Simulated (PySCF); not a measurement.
Si(H)(Me)(OH)(OMe) (C2H8O2Si), SMILES CO[SiH](C)O.

Geometry optimised at PBE-D3(BJ)/def2-SVP. One conformer was computed; it need not be the lowest.

Level of theory: PBE-D3(BJ)/def2-SVP (PySCF 2.14.0).

Frequencies are harmonic and unscaled.

```csv
mode,ν (cm⁻¹),IR (km/mol),Raman (Å⁴/amu),depolarisation,moving atoms (share of kinetic energy)
1,53,4.2,0.5,0.75,"O 42 %, H 30 %, C 24 %"
2,96,0.3,0.1,0.74,H 94 %
3,105,0.4,0.0,–,H 94 %
4,148,0.4,1.7,0.64,"C 36 %, H 35 %, O 17 %, Si 11 %"
5,195,45.4,1.3,0.66,"H 46 %, O 30 %, C 19 %"
6,246,38.6,2.1,0.72,"H 73 %, C 12 %, O 11 %"
7,299,12.1,1.3,0.66,"H 31 %, O 27 %, C 23 %, Si 19 %"
8,337,28.9,1.0,0.73,"O 66 %, Si 25 %, H 9 %"
9,631,23.0,10.7,0.33,"H 61 %, C 28 %, O 9 %"
10,685,80.3,9.1,0.08,"H 57 %, C 17 %, O 14 %, Si 13 %"
11,739,24.3,3.0,0.52,"H 46 %, C 28 %, Si 18 %"
12,746,35.2,6.4,0.42,"H 52 %, O 28 %, Si 11 %, C 10 %"
13,818,23.2,8.6,0.75,"H 66 %, O 18 %, C 9 %"
14,825,136.6,4.7,0.51,"H 53 %, O 28 %, Si 13 %"
15,873,266.1,3.9,0.68,"H 62 %, Si 26 %, C 9 %"
16,930,138.2,4.1,0.75,"H 51 %, Si 34 %, O 14 %"
17,1119,168.5,2.5,0.66,"O 35 %, C 33 %, H 30 %"
18,1135,1.7,2.9,0.73,"H 76 %, C 19 %"
19,1174,122.5,1.8,0.70,"H 47 %, O 27 %, C 25 %"
20,1224,43.3,1.1,0.31,"H 76 %, C 23 %"
21,1378,3.6,13.9,0.75,H 96 %
22,1379,2.9,11.7,0.75,H 96 %
23,1420,3.4,20.8,0.75,H 96 %
24,1423,11.1,10.2,0.69,"H 88 %, C 10 %"
25,1425,2.7,18.7,0.74,H 96 %
26,2120,167.5,110.3,0.19,H 97 %
27,2902,82.8,140.0,0.02,H 97 %
28,2968,50.2,74.7,0.72,"H 90 %, C 10 %"
29,2986,0.4,134.4,0.00,H 97 %
30,3030,31.7,117.4,0.54,"H 91 %, C 9 %"
31,3088,1.5,79.8,0.75,"H 91 %, C 9 %"
32,3092,2.3,78.0,0.75,"H 91 %, C 9 %"
33,3778,60.5,101.2,0.27,H 94 %
```
